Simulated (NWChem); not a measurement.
Species: CH6AlN; SMILES [CH3][AlH][NH2]

```xyz
9

Al    -0.4784     0.0676     0.1454
H     -2.0179     0.2316     0.5151
C      0.4126    -1.6676     0.0082
H      0.3454    -2.2217     0.9600
H      1.4791    -1.5878    -0.2563
H     -0.0736    -2.3012    -0.7532
N      0.4204     1.5715    -0.1454
H      1.4026     1.6375    -0.3892
H      0.0198     2.5017    -0.0908
```
Atoms are numbered in this order, from 1.

Level: PBE0/def2-SVP (NWChem), optimised geometry, unscaled harmonic frequencies. 

Problem. List the harmonic frequencies with IR intensities, and the thermochemistry.

Solution. 
| frequency (cm⁻¹) | IR intensity (km/mol) |
|---|---|
| 75 | 0.3 |
| 185 | 1.9 |
| 331 | 29.8 |
| 464 | 214.5 |
| 505 | 14.6 |
| 513 | 17.2 |
| 603 | 0.9 |
| 668 | 83.2 |
| 727 | 73.7 |
| 743 | 149.7 |
| 847 | 176.9 |
| 1212 | 31.0 |
| 1422 | 2.8 |
| 1424 | 1.3 |
| 1531 | 47.7 |
| 1927 | 207.5 |
| 3044 | 2.9 |
| 3136 | 4.4 |
| 3154 | 6.5 |
| 3613 | 25.8 |
| 3705 | 26.1 |

```
Item                                                                                Value
-----------------------------------------------------------------------  ----------------
zero-point energy                                                           42.6 kcal/mol
thermal correction to the enthalpy at 298.15 K (with zero-point energy)     46.9 kcal/mol
heat capacity Cv                                                         19.7 cal/(mol K)
entropy at 298.15 K and 1 atm (symmetry number 1)                        73.1 cal/(mol K)
dipole moment                                                                      1.31 D
```

Rigid rotor and harmonic oscillator; modes under 100 cm⁻¹ make the entropy uncertain.
